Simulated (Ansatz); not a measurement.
A short molecular-dynamics run on CH4N2Si, SMILES `C1=N[SiH2]N1`.

```yaml
crystal:
  periodic: [false, false, false]
  atoms:
    - {symbol: C, position_ang: [0.215992, -0.676935, -0.906657]}
    - {symbol: N, position_ang: [1.278296, -0.621054, -0.169555]}
    - {symbol: Si, position_ang: [0.344369, 0.473503, 0.845683]}
    - {symbol: N, position_ang: [-0.780620, 0.194880, -0.489373]}
    - {symbol: H, position_ang: [0.085697, -1.314262, -1.786785]}
    - {symbol: H, position_ang: [-0.101800, -0.068814, 2.151238]}
    - {symbol: H, position_ang: [0.806095, 1.873319, 1.005944]}
    - {symbol: H, position_ang: [-1.755930, 0.082263, -0.706195]}
basis:
  gaussian: {orbitals: "6-31G*"}
hamiltonian: {xc: {name: r2SCAN}, dispersion: d3bj}
md: {timestep: 2 fs, n_steps: 50, ensemble: nvt_langevin, temperature: 700, initial_velocities: maxwell_boltzmann, friction: 0.01, seed: 54}
```

```sh
$ ansatz run in.yaml --threads 2 --pin off --events-out ev --progress --plain --max-ram 4352MiB
```

```json
{"step": "0", "time (fs)": "0.0", "potential energy (eV)": "-11955.5728", "kinetic (eV)": "0.6334", "T (K)": "612", "conserved (eV)": "–"}
{"step": "1", "time (fs)": "2.0", "potential energy (eV)": "-11955.3682", "kinetic (eV)": "0.4438", "T (K)": "429", "conserved (eV)": "–"}
{"step": "2", "time (fs)": "4.0", "potential energy (eV)": "-11955.2951", "kinetic (eV)": "0.3544", "T (K)": "343", "conserved (eV)": "–"}
{"step": "3", "time (fs)": "6.0", "potential energy (eV)": "-11955.4226", "kinetic (eV)": "0.4615", "T (K)": "446", "conserved (eV)": "–"}
{"step": "4", "time (fs)": "8.0", "potential energy (eV)": "-11955.1632", "kinetic (eV)": "0.2543", "T (K)": "246", "conserved (eV)": "–"}
{"step": "5", "time (fs)": "10.0", "potential energy (eV)": "-11955.3003", "kinetic (eV)": "0.2618", "T (K)": "253", "conserved (eV)": "–"}
{"step": "6", "time (fs)": "12.0", "potential energy (eV)": "-11955.2003", "kinetic (eV)": "0.1734", "T (K)": "168", "conserved (eV)": "–"}
{"step": "7", "time (fs)": "14.0", "potential energy (eV)": "-11955.1729", "kinetic (eV)": "0.1484", "T (K)": "143", "conserved (eV)": "–"}
{"step": "8", "time (fs)": "16.0", "potential energy (eV)": "-11955.2343", "kinetic (eV)": "0.1956", "T (K)": "189", "conserved (eV)": "–"}
{"step": "9", "time (fs)": "18.0", "potential energy (eV)": "-11955.2134", "kinetic (eV)": "0.1878", "T (K)": "182", "conserved (eV)": "–"}
{"step": "10", "time (fs)": "20.0", "potential energy (eV)": "-11955.3361", "kinetic (eV)": "0.2984", "T (K)": "289", "conserved (eV)": "–"}
{"step": "11", "time (fs)": "22.0", "potential energy (eV)": "-11955.3628", "kinetic (eV)": "0.2986", "T (K)": "289", "conserved (eV)": "–"}
{"step": "12", "time (fs)": "24.0", "potential energy (eV)": "-11955.2474", "kinetic (eV)": "0.2302", "T (K)": "223", "conserved (eV)": "–"}
{"step": "13", "time (fs)": "26.0", "potential energy (eV)": "-11955.3533", "kinetic (eV)": "0.3227", "T (K)": "312", "conserved (eV)": "–"}
{"step": "14", "time (fs)": "28.0", "potential energy (eV)": "-11955.4413", "kinetic (eV)": "0.4179", "T (K)": "404", "conserved (eV)": "–"}
{"step": "15", "time (fs)": "30.0", "potential energy (eV)": "-11955.3858", "kinetic (eV)": "0.3544", "T (K)": "343", "conserved (eV)": "–"}
{"step": "16", "time (fs)": "32.0", "potential energy (eV)": "-11955.3677", "kinetic (eV)": "0.3551", "T (K)": "343", "conserved (eV)": "–"}
{"step": "17", "time (fs)": "34.0", "potential energy (eV)": "-11955.2943", "kinetic (eV)": "0.2775", "T (K)": "268", "conserved (eV)": "–"}
{"step": "18", "time (fs)": "36.0", "potential energy (eV)": "-11955.2784", "kinetic (eV)": "0.2204", "T (K)": "213", "conserved (eV)": "–"}
{"step": "19", "time (fs)": "38.0", "potential energy (eV)": "-11955.2330", "kinetic (eV)": "0.1684", "T (K)": "163", "conserved (eV)": "–"}
{"step": "20", "time (fs)": "40.0", "potential energy (eV)": "-11955.1794", "kinetic (eV)": "0.1181", "T (K)": "114", "conserved (eV)": "–"}
{"step": "21", "time (fs)": "42.0", "potential energy (eV)": "-11955.3241", "kinetic (eV)": "0.2804", "T (K)": "271", "conserved (eV)": "–"}
{"step": "22", "time (fs)": "44.0", "potential energy (eV)": "-11955.2910", "kinetic (eV)": "0.2345", "T (K)": "227", "conserved (eV)": "–"}
{"step": "23", "time (fs)": "46.0", "potential energy (eV)": "-11955.2634", "kinetic (eV)": "0.2161", "T (K)": "209", "conserved (eV)": "–"}
{"step": "24", "time (fs)": "48.0", "potential energy (eV)": "-11955.3838", "kinetic (eV)": "0.3524", "T (K)": "341", "conserved (eV)": "–"}
{"step": "25", "time (fs)": "50.0", "potential energy (eV)": "-11955.3954", "kinetic (eV)": "0.4152", "T (K)": "402", "conserved (eV)": "–"}
{"step": "26", "time (fs)": "52.0", "potential energy (eV)": "-11955.4785", "kinetic (eV)": "0.4617", "T (K)": "446", "conserved (eV)": "–"}
{"step": "27", "time (fs)": "54.0", "potential energy (eV)": "-11955.3892", "kinetic (eV)": "0.3525", "T (K)": "341", "conserved (eV)": "–"}
{"step": "28", "time (fs)": "56.0", "potential energy (eV)": "-11955.3789", "kinetic (eV)": "0.2405", "T (K)": "233", "conserved (eV)": "–"}
{"step": "29", "time (fs)": "58.0", "potential energy (eV)": "-11955.3906", "kinetic (eV)": "0.2539", "T (K)": "246", "conserved (eV)": "–"}
{"step": "30", "time (fs)": "60.0", "potential energy (eV)": "-11955.3201", "kinetic (eV)": "0.2191", "T (K)": "212", "conserved (eV)": "–"}
{"step": "31", "time (fs)": "62.0", "potential energy (eV)": "-11955.3874", "kinetic (eV)": "0.2596", "T (K)": "251", "conserved (eV)": "–"}
{"step": "32", "time (fs)": "64.0", "potential energy (eV)": "-11955.3117", "kinetic (eV)": "0.2345", "T (K)": "227", "conserved (eV)": "–"}
{"step": "33", "time (fs)": "66.0", "potential energy (eV)": "-11955.2396", "kinetic (eV)": "0.1679", "T (K)": "162", "conserved (eV)": "–"}
{"step": "34", "time (fs)": "68.0", "potential energy (eV)": "-11955.2976", "kinetic (eV)": "0.2317", "T (K)": "224", "conserved (eV)": "–"}
{"step": "35", "time (fs)": "70.0", "potential energy (eV)": "-11955.3281", "kinetic (eV)": "0.3009", "T (K)": "291", "conserved (eV)": "–"}
{"step": "36", "time (fs)": "72.0", "potential energy (eV)": "-11955.3949", "kinetic (eV)": "0.3973", "T (K)": "384", "conserved (eV)": "–"}
{"step": "37", "time (fs)": "74.0", "potential energy (eV)": "-11955.3522", "kinetic (eV)": "0.3882", "T (K)": "375", "conserved (eV)": "–"}
{"step": "38", "time (fs)": "76.0", "potential energy (eV)": "-11955.3360", "kinetic (eV)": "0.3936", "T (K)": "381", "conserved (eV)": "–"}
{"step": "39", "time (fs)": "78.0", "potential energy (eV)": "-11955.3567", "kinetic (eV)": "0.3745", "T (K)": "362", "conserved (eV)": "–"}
{"step": "40", "time (fs)": "80.0", "potential energy (eV)": "-11955.2780", "kinetic (eV)": "0.3424", "T (K)": "331", "conserved (eV)": "–"}
{"step": "41", "time (fs)": "82.0", "potential energy (eV)": "-11955.2991", "kinetic (eV)": "0.4022", "T (K)": "389", "conserved (eV)": "–"}
{"step": "42", "time (fs)": "84.0", "potential energy (eV)": "-11955.3541", "kinetic (eV)": "0.4197", "T (K)": "406", "conserved (eV)": "–"}
{"step": "43", "time (fs)": "86.0", "potential energy (eV)": "-11955.3284", "kinetic (eV)": "0.3065", "T (K)": "296", "conserved (eV)": "–"}
{"step": "44", "time (fs)": "88.0", "potential energy (eV)": "-11955.3014", "kinetic (eV)": "0.2892", "T (K)": "280", "conserved (eV)": "–"}
{"step": "45", "time (fs)": "90.0", "potential energy (eV)": "-11955.3763", "kinetic (eV)": "0.3218", "T (K)": "311", "conserved (eV)": "–"}
{"step": "46", "time (fs)": "92.0", "potential energy (eV)": "-11955.3185", "kinetic (eV)": "0.2652", "T (K)": "257", "conserved (eV)": "–"}
{"step": "47", "time (fs)": "94.0", "potential energy (eV)": "-11955.3353", "kinetic (eV)": "0.2315", "T (K)": "224", "conserved (eV)": "–"}
{"step": "48", "time (fs)": "96.0", "potential energy (eV)": "-11955.2956", "kinetic (eV)": "0.2585", "T (K)": "250", "conserved (eV)": "–"}
{"step": "49", "time (fs)": "98.0", "potential energy (eV)": "-11955.3247", "kinetic (eV)": "0.2578", "T (K)": "249", "conserved (eV)": "–"}
{"step": "50", "time (fs)": "100.0", "potential energy (eV)": "-11955.3342", "kinetic (eV)": "0.3086", "T (K)": "298", "conserved (eV)": "–"}
```

Velocities are drawn at the set temperature; a run this short doesn't reach equilibrium.

Frames (Å, forces in eV/Å):

```xyz
8
time=0.0 fs
C     0.216   -0.677   -0.907   -0.238   -0.156   -0.269
N     1.278   -0.621   -0.170    0.836   -0.206    0.202
Si    0.344    0.474    0.846    0.074    0.175    0.324
N    -0.781    0.195   -0.489   -0.323    0.261   -0.123
H     0.086   -1.314   -1.787   -0.035   -0.094   -0.149
H    -0.102   -0.069    2.151   -0.023   -0.014    0.059
H     0.806    1.873    1.006    0.013    0.066    0.026
H    -1.756    0.082   -0.706   -0.305   -0.032   -0.071
8
time=4.0 fs
C     0.216   -0.678   -0.901   -2.851   -1.050   -3.621
N     1.247   -0.626   -0.182    2.557   -0.255    1.204
Si    0.372    0.486    0.845   -1.446   -1.328    0.523
N    -0.825    0.171   -0.484    0.624    0.427    0.475
H     0.083   -1.292   -1.917    0.280    1.005    2.001
H    -0.119   -0.017    2.192    0.232    0.120   -0.491
H     0.943    1.778    1.050    0.369    1.210   -0.051
H    -1.813    0.108   -0.709    0.236   -0.129   -0.041
8
time=8.0 fs
C     0.185   -0.685   -0.937   -0.608    2.808    3.971
N     1.237   -0.635   -0.174    0.827   -0.433   -0.358
Si    0.396    0.489    0.845   -0.761    0.383    0.107
N    -0.858    0.152   -0.482    0.912    0.456    0.524
H     0.115   -1.168   -1.805   -0.398   -2.493   -3.873
H    -0.124    0.039    2.160    0.039   -0.054    0.088
H     1.109    1.830    1.084   -0.624   -0.557   -0.414
H    -1.862    0.108   -0.685    0.614   -0.110   -0.044
8
time=12.0 fs
C     0.147   -0.671   -0.938    0.809   -0.801   -0.899
N     1.233   -0.644   -0.166   -0.548   -0.363   -1.331
Si    0.408    0.494    0.846   -0.615    0.118   -0.395
N    -0.878    0.139   -0.476    2.391    0.778    0.882
H     0.102   -1.244   -1.970   -0.151    0.879    1.997
H    -0.153    0.065    2.125   -0.107   -0.115    0.530
H     1.168    1.802    1.063   -0.681   -0.373   -0.363
H    -1.843    0.085   -0.679   -1.097   -0.124   -0.421
8
time=16.0 fs
C     0.122   -0.658   -0.949    1.774   -0.849    0.300
N     1.218   -0.651   -0.173   -0.624   -0.219   -1.320
Si    0.412    0.499    0.846   -1.900   -2.309   -0.188
N    -0.878    0.133   -0.466   -0.654    0.826    0.104
H     0.091   -1.235   -1.919   -0.326    0.448    0.867
H    -0.180    0.057    2.148    0.198    0.158   -0.047
H     1.105    1.715    0.991    0.452    1.724    0.004
H    -1.879    0.059   -0.738    1.079    0.221    0.281
8
time=20.0 fs
C     0.118   -0.642   -0.951    1.226    0.069    2.082
N     1.202   -0.665   -0.194    0.205    0.064   -0.467
Si    0.398    0.489    0.846   -1.101   -0.793   -0.074
N    -0.877    0.136   -0.462    0.921    1.119    0.738
H     0.036   -1.211   -1.824   -0.331   -1.047   -1.777
H    -0.191    0.059    2.174    0.375    0.239   -0.311
H     1.074    1.808    0.921   -0.285    0.155    0.000
H    -1.821    0.052   -0.754   -1.008    0.193   -0.192
8
time=24.0 fs
C     0.136   -0.624   -0.935   -1.389   -2.454   -2.607
N     1.199   -0.679   -0.222    1.388    0.421    0.799
Si    0.379    0.479    0.843    0.171    1.247   -0.854
N    -0.876    0.152   -0.447   -0.388    0.857    0.319
H    -0.052   -1.279   -1.902    0.426    1.219    1.533
H    -0.112    0.062    2.158    0.039   -0.057    0.452
H     1.032    1.942    0.858   -0.822   -1.481    0.081
H    -1.850    0.074   -0.757    0.575    0.248    0.277
8
time=28.0 fs
C     0.140   -0.634   -0.943   -1.254   -0.077    0.711
N     1.214   -0.698   -0.236    0.724    0.753    0.712
Si    0.364    0.473    0.832    0.153    0.231   -1.041
N    -0.873    0.176   -0.429    1.217    0.356    0.389
H    -0.083   -1.213   -1.797   -0.020   -0.848   -1.520
H    -0.015    0.019    2.160   -0.082   -0.097    0.645
H     0.884    1.888    0.794   -0.132   -0.384    0.226
H    -1.834    0.104   -0.687   -0.606    0.066   -0.122
8
time=32.0 fs
C     0.130   -0.656   -0.941   -0.499   -0.788    0.040
N     1.238   -0.719   -0.236   -1.027    1.046   -0.147
Si    0.352    0.472    0.818   -0.036   -2.259    0.580
N    -0.864    0.195   -0.408    0.039   -0.383   -0.439
H    -0.110   -1.255   -1.852    0.322    0.312    0.307
H     0.061   -0.052    2.224    0.117    0.427   -0.585
H     0.715    1.826    0.731    0.725    1.694    0.295
H    -1.861    0.145   -0.601    0.359   -0.049   -0.052
8
time=36.0 fs
C     0.114   -0.689   -0.936    0.477   -0.834   -0.101
N     1.253   -0.730   -0.233   -2.172    1.026   -0.776
Si    0.339    0.460    0.807    1.567    0.641    0.367
N    -0.854    0.208   -0.389    0.025   -1.010   -1.140
H    -0.105   -1.305   -1.890    0.285    0.908    1.336
H     0.142   -0.052    2.182   -0.151    0.130    0.152
H     0.651    1.953    0.720    0.230   -0.706    0.422
H    -1.847    0.184   -0.533   -0.260   -0.156   -0.261
8
time=40.0 fs
C     0.116   -0.719   -0.922    1.056    1.541    2.591
N     1.252   -0.731   -0.228   -1.789    0.750   -0.588
Si    0.332    0.451    0.797    2.219    1.867    0.700
N    -0.840    0.209   -0.385   -0.860   -1.191   -1.562
H    -0.063   -1.241   -1.804   -0.487   -1.214   -1.789
H     0.174   -0.010    2.163   -0.292   -0.226    0.690
H     0.640    1.999    0.790    0.119   -1.355    0.177
H    -1.840    0.217   -0.532    0.034   -0.172   -0.220
8
time=44.0 fs
C     0.136   -0.731   -0.890   -1.313   -0.485   -2.167
N     1.234   -0.722   -0.222    0.451    0.295    0.409
Si    0.335    0.451    0.788    1.338    0.166    2.513
N    -0.828    0.191   -0.395   -0.671   -0.683   -1.110
H    -0.072   -1.300   -1.870    0.243    0.536    1.348
H     0.133    0.018    2.227   -0.113   -0.104   -0.505
H     0.646    1.872    0.891    0.533    0.532   -0.112
H    -1.815    0.234   -0.550   -0.470   -0.258   -0.375
8
time=48.0 fs
C     0.142   -0.747   -0.889   -1.746    0.362   -0.923
N     1.220   -0.709   -0.215    1.763   -0.191    0.720
Si    0.346    0.451    0.794    0.538    0.172    2.454
N    -0.822    0.162   -0.416   -1.198   -0.026   -0.635
H    -0.098   -1.318   -1.782    0.172   -0.479   -0.315
H     0.068    0.047    2.253    0.010   -0.138   -0.859
H     0.729    1.852    0.961    0.403    0.489   -0.286
H    -1.809    0.207   -0.626    0.058   -0.189   -0.155
8
time=52.0 fs
C     0.124   -0.771   -0.909    0.000    0.400    0.513
N     1.226   -0.707   -0.207    0.329   -0.480   -0.403
Si    0.362    0.451    0.814    0.603    1.090    0.555
N    -0.823    0.134   -0.445   -0.673    0.115   -0.409
H    -0.141   -1.412   -1.764    0.418   -0.099    0.063
H     0.028    0.021    2.191   -0.165   -0.272    0.009
H     0.858    1.905    1.015   -0.274   -0.875   -0.440
H    -1.784    0.130   -0.747   -0.238    0.121    0.112
8
time=56.0 fs
C     0.106   -0.784   -0.928    1.342   -0.656    0.556
N     1.227   -0.707   -0.203   -0.679   -0.507   -1.024
Si    0.380    0.459    0.833   -0.019   -0.748   -0.530
N    -0.827    0.114   -0.472   -0.949    0.187   -0.558
H    -0.137   -1.528   -1.791    0.568    1.222    1.312
H    -0.019   -0.069    2.165   -0.106    0.053   -0.062
H     0.948    1.821    1.015   -0.191    0.074   -0.178
H    -1.777    0.067   -0.838    0.035    0.374    0.484
8
time=60.0 fs
C     0.114   -0.792   -0.936    1.412    1.540    3.029
N     1.222   -0.712   -0.212   -0.223   -0.253   -0.482
Si    0.399    0.456    0.846   -1.001   -2.290   -0.953
N    -0.837    0.105   -0.500    0.254    0.342    0.047
H    -0.061   -1.518   -1.670   -0.342   -1.095   -1.542
H    -0.082   -0.154    2.155    0.189    0.490   -0.476
H     1.012    1.748    0.997    0.109    1.012    0.136
H    -1.780    0.068   -0.853   -0.397    0.255    0.241
8
time=64.0 fs
C     0.144   -0.781   -0.919   -1.190   -1.301   -0.850
N     1.215   -0.717   -0.215    1.554    0.013    0.803
Si    0.416    0.431    0.858   -0.440   -0.071   -1.639
N    -0.843    0.099   -0.520    0.271    0.712    0.594
H    -0.004   -1.592   -1.706   -0.086    1.121    0.513
H    -0.092   -0.171    2.106    0.028    0.220    0.268
H     1.096    1.800    0.982   -0.639   -0.599    0.113
H    -1.822    0.104   -0.824    0.501   -0.094    0.199
8
time=68.0 fs
C     0.159   -0.778   -0.913   -1.512   -0.553   -0.448
N     1.225   -0.725   -0.197    1.483   -0.189    0.498
Si    0.430    0.400    0.859   -0.589    0.823   -1.793
N    -0.850    0.092   -0.527    1.760    0.785    1.371
H     0.016   -1.533   -1.696   -0.134    0.176   -0.319
H    -0.091   -0.169    2.083   -0.148   -0.032    0.783
H     1.097    1.786    0.966   -0.636   -0.727    0.152
H    -1.819    0.141   -0.792   -0.225   -0.283   -0.244
8
time=72.0 fs
C     0.157   -0.788   -0.920    0.356    0.345    0.927
N     1.249   -0.743   -0.168   -0.085   -0.716   -1.062
Si    0.443    0.375    0.851   -1.831   -0.789   -0.210
N    -0.831    0.088   -0.523    0.764    0.550    0.977
H     0.019   -1.450   -1.761   -0.028   -0.389   -0.552
H    -0.086   -0.181    2.156    0.221    0.374   -0.330
H     1.008    1.701    0.957    0.143    0.808    0.190
H    -1.809    0.112   -0.818    0.460   -0.182    0.061
8
time=76.0 fs
C     0.173   -0.798   -0.927    0.704   -0.030   -0.284
N     1.267   -0.760   -0.147   -0.281   -1.321   -2.058
Si    0.452    0.348    0.842   -1.840    0.294    0.717
N    -0.799    0.096   -0.516    1.316   -0.220    0.504
H     0.003   -1.403   -1.905    0.513    0.653    1.602
H    -0.028   -0.138    2.197    0.150    0.184   -0.493
H     0.931    1.732    0.965    0.112    0.271   -0.027
H    -1.739    0.008   -0.845   -0.675    0.169    0.040
8
time=80.0 fs
C     0.211   -0.810   -0.929    0.132    1.878    1.432
N     1.279   -0.796   -0.149    0.441   -1.043   -1.390
Si    0.451    0.323    0.834   -1.003    2.331   -0.013
N    -0.771    0.105   -0.509   -0.120   -1.049   -0.579
H     0.062   -1.281   -1.877    0.175   -1.012   -0.741
H     0.027   -0.095    2.145   -0.291   -0.428    0.823
H     0.854    1.829    0.986   -0.067   -1.226   -0.292
H    -1.730   -0.053   -0.873    0.733    0.550    0.759
8
time=84.0 fs
C     0.254   -0.814   -0.922   -1.330    0.824   -1.041
N     1.293   -0.844   -0.163    1.268   -0.090    0.311
Si    0.446    0.309    0.826   -1.336    1.041    0.688
N    -0.756    0.107   -0.502    2.662   -0.988    0.009
H     0.182   -1.319   -1.907   -0.174   -0.139    0.392
H     0.011   -0.076    2.183   -0.047   -0.437    0.164
H     0.750    1.765    1.020    0.463   -0.258   -0.371
H    -1.679   -0.043   -0.802   -1.506    0.048   -0.153
8
time=88.0 fs
C     0.273   -0.813   -0.928   -0.916   -0.701   -1.658
N     1.319   -0.889   -0.179    0.622    0.940    0.849
Si    0.442    0.303    0.822   -1.010   -0.841    1.524
N    -0.727    0.098   -0.491   -0.450   -0.900   -0.861
H     0.244   -1.403   -1.895   -0.567    0.593    0.785
H    -0.009   -0.119    2.226    0.221   -0.165   -0.707
H     0.705    1.701    1.032    0.773    0.936   -0.197
H    -1.743   -0.022   -0.700    1.326    0.138    0.264
8
time=92.0 fs
C     0.277   -0.810   -0.951    0.811   -0.270    1.689
N     1.349   -0.920   -0.176   -1.287    1.607   -0.045
Si    0.431    0.298    0.827    0.541    0.286    0.722
N    -0.704    0.090   -0.496    2.242    0.021   -0.089
H     0.232   -1.422   -1.813   -0.695   -0.553   -1.403
H    -0.028   -0.177    2.169    0.010   -0.064   -0.136
H     0.804    1.766    1.001    0.168   -0.672   -0.161
H    -1.673    0.026   -0.588   -1.791   -0.354   -0.577
8
time=96.0 fs
C     0.280   -0.812   -0.947    0.788   -2.517   -0.367
N     1.360   -0.939   -0.170   -1.844    1.673   -0.520
Si    0.424    0.299    0.835    1.536    0.323   -0.199
N    -0.674    0.083   -0.503   -1.646    0.825    0.026
H     0.096   -1.484   -1.855    0.197    0.952    0.898
H    -0.056   -0.236    2.101   -0.209   -0.089    0.577
H     0.914    1.754    0.968   -0.172   -0.883    0.036
H    -1.716    0.041   -0.562    1.350   -0.283   -0.451
8
time=100.0 fs
C     0.292   -0.842   -0.945   -0.245   -0.607    1.201
N     1.356   -0.943   -0.165   -1.298    1.163   -0.505
Si    0.429    0.310    0.842    0.466   -2.180   -0.298
N    -0.661    0.081   -0.503    0.675    0.891    0.108
H    -0.032   -1.454   -1.787    0.629   -0.349   -0.435
H    -0.130   -0.288    2.091    0.170    0.322    0.066
H     0.993    1.621    0.952    0.403    1.025    0.338
H    -1.649    0.024   -0.595   -0.800   -0.266   -0.475
```

Run time 85 s (2 threads of an Arm Neoverse V2 on a shared host); peak host memory 0.37 GiB.
